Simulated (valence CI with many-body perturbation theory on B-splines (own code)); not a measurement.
## Questions on Dy⁶¹⁺

Calculated by relativistic CI+MBPT: three valence electrons over a frozen Dirac-Fock core [He], a basis of 11 s, 11 p, 10 d, 8 f, 5 g, 2 h functions for each j, with the one-electron correlation potential Σ1, the two-electron term Σ2, the three-electron term Σ3, Breit, model QED; selected CI, second order for the rest, scaled by the run's own slope (own B-spline code, finite nucleus).

No measured spectrum was set against this ion. As an estimate, large intervals hold to a few tenths of a per cent, small ones and those within an open d or f shell to about a per cent.

Levels are named by their leading jj configuration (3d3/2^4 stands for four electrons in 3d with j = 3/2), which in mixed levels can hold well under half, so a name can repeat and another be missing.

Rates and lifetimes use the calculated energies. Strong lines usually hold to 10 to 20 %, long lifetimes can be off by a factor of two.

**Question.** What is the ground level?

**Answer.** (2s^2 2p1/2) J=1/2, composition 100 % 2s²2p ²P°, g = 0.627.

**Question.** Among levels below 868.19 Ry, which E1 lines absorb most strongly from the ground level?

**Answer.** to (2s^2 3d3/2) J=3/2 at 0.1451 nm, f = 0.563; to (2s 2p1/2 3p1/2) J=3/2 at 0.1477 nm, f = 0.210; to (2s 2p1/2 3p3/2) J=3/2 at 0.1430 nm, f = 0.161.

**Question.** Where does the other parity begin?

**Answer.** At (2s 2p1/2^2) J=1/2, 16.44 Ry.

**Question.** What is the ionisation energy?

**Answer.** 14489 eV; NIST lists 14495 ± 12 eV (theoretical).

**Question.** How well does LS coupling describe the low levels?

**Answer.** Among the lowest 20 levels the leading LS term, summed over configurations, holds 76 % on average. For single configurations the figures are 76 % in LS and 99 % in jj coupling. Terms mix most in the J = 3/2 level at 100.28 Ry, where the leading one holds 48 %.
